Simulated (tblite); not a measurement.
Parent: `[O:1]=[CH:2]/[CH:3]=[C:4](\[F:5])[SiH3:6]` with O1–C2–C3–C4 180°, C3H5FOSi.

Computed geometry: GFN2-xTB, gas phase. One conformer each, not checked by frequencies here.

```csv
coordinate of the parent,value
O1=C2,1.205 Å
C2–C3,1.461 Å
C3=C4,1.337 Å
C4–F5,1.350 Å
C4–Si6,1.904 Å
O1–C2–C3,124.4°
C2–C3–C4,124.6°
C3–C4–F5,118.7°
C3–C4–Si6,128.1°
F5–C4–Si6,113.2°
```

Q: How does the shared frame change in `[O:1]=[CH:2]/[CH:3]=[C:4](\[F:5])[SiH2:6][CH2:7][SiH3:8]` with O1–C2–C3–C4 179°, C3–C4–Si6–C7 -106°, C4–Si6–C7–Si8 -173°, C4H9FOSi2? Atoms pair as O1 = O1, C2 = C2, C3 = C3, C4 = C4, F5 = F5, Si6 = Si6 (parent first).

A: 
```tsv
parent	relative	value in the relative	change
O1=C2	O1=C2	1.206 Å	+0.001
C2–C3	C2–C3	1.459 Å	-0.002
C3=C4	C3=C4	1.337 Å	0.000
C4–F5	C4–F5	1.351 Å	+0.001
C4–Si6	C4–Si6	1.907 Å	+0.003
O1–C2–C3	O1–C2–C3	124.5°	+0.1
C2–C3–C4	C2–C3–C4	124.7°	+0.1
C3–C4–F5	C3–C4–F5	118.6°	-0.1
C3–C4–Si6	C3–C4–Si6	128.1°	0.0
F5–C4–Si6	F5–C4–Si6	113.3°	+0.1
```

No shared bond changes by more than 0.004 Å. Bonds of the relative outside the shared frame: Si6–C7 1.895, C7–Si8 1.905 Å. Point group Cs → C1.

Q: How does the shared frame change in `[CH3:1][CH:2]([CH3:3])[SiH2:4]/[C:5]([F:6])=[CH:7]/[CH:8]=[O:9]` with C1–C2–Si4–C5 67°, C2–Si4–C5–F6 -86°, C5–C7–C8–O9 180°, C6H11FOSi? Atoms pair as O1 = O9, C2 = C8, C3 = C7, C4 = C5, F5 = F6, Si6 = Si4 (parent first).

A: 
```csv
parent,relative,value in the relative,change
O1=C2,O9=C8,1.206 Å,+0.001
C2–C3,C8–C7,1.460 Å,-0.001
C3=C4,C7=C5,1.338 Å,+0.001
C4–F5,C5–F6,1.349 Å,-0.001
C4–Si6,C5–Si4,1.906 Å,+0.002
O1–C2–C3,O9–C8–C7,124.4°,0.0
C2–C3–C4,C8–C7–C5,124.8°,+0.2
C3–C4–F5,C7–C5–F6,118.8°,+0.1
C3–C4–Si6,C7–C5–Si4,127.0°,-1.1
F5–C4–Si6,F6–C5–Si4,114.2°,+1.0
```

No shared bond changes by more than 0.004 Å. Bonds of the relative outside the shared frame: C1–C2 1.529, C2–C3 1.529, C2–Si4 1.915 Å. Point group Cs → C1.
